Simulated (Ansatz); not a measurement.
The pair A = H2S (SMILES S) (first 3 atoms), B = GeH4 (SMILES [GeH4]); geometry from B3LYP-D3(BJ)/def2-TZVP.
(charge 0, multiplicity 1):
```xyz
8

S      0.1562    -0.3755    -0.3138
H      0.2778    -1.6336     0.1384
H     -1.1720    -0.3716    -0.1193
Ge    -0.0098     0.1885     3.5002
H     -0.1376     0.3389     5.0266
H     -1.0168    -0.8683     3.0207
H      1.4147    -0.2628     3.1525
H     -0.3148     1.5338     2.8295
```

Frozen-core correlation. Filled d and f shells under p-block atoms count as core. MP2 and its Hartree–Fock in def2-QZVPPD are density fitted.

Programs: Ansatz (a program for electronic structure). Each number belongs to the level named beside it.

The counterpoise-corrected interaction energy is E(AB) − E(A in the pair's basis) − E(B in the pair's basis). Total energies (hartree):

```tsv
level	AB	A in the pair's basis	B in the pair's basis
HF/def2-TZVPPD	-2476.3870055	-398.7085376	-2077.6795696
MP2/def2-TZVPPD	-2476.7216415	-398.9011491	-2077.8189978
HF/def2-QZVPPD	-2476.4401335	-398.7195244	-2077.7217420
MP2/def2-QZVPPD	-2476.7982451	-398.9271079	-2077.8694318
CCSD(T)/def2-TZVPPD	-2476.7862356	-398.9336644	-2077.8512314
```

### Question
Work out the counterpoise-corrected interaction energy at the basis-set limit: extrapolate the MP2 correlation part as X⁻³, take Hartree–Fock from the larger set, and add the CCSD(T) − MP2 difference of def2-TZVPPD.

### Answer

1. Differences (1 hartree = 627.509 kcal/mol): HF/def2-TZVPPD 0.691; MP2/def2-TZVPPD -0.938; HF/def2-QZVPPD 0.711; MP2/def2-QZVPPD -1.070; CCSD(T)/def2-TZVPPD -0.841.
2. Correlation parts, MP2 less HF: -1.629 in def2-TZVPPD (X = 3), -1.781 in def2-QZVPPD (X = 4).
3. Limit (4³·(-1.781) − 3³·(-1.629))/(4³ − 3³) = -1.892; with HF/def2-QZVPPD it gives -1.181.
4. CCSD(T) less MP2 in def2-TZVPPD: 0.097.
Result: -1.08 kcal/mol, against -0.94 at MP2/def2-TZVPPD. It is an estimate of this method's limit, not of the exact value.
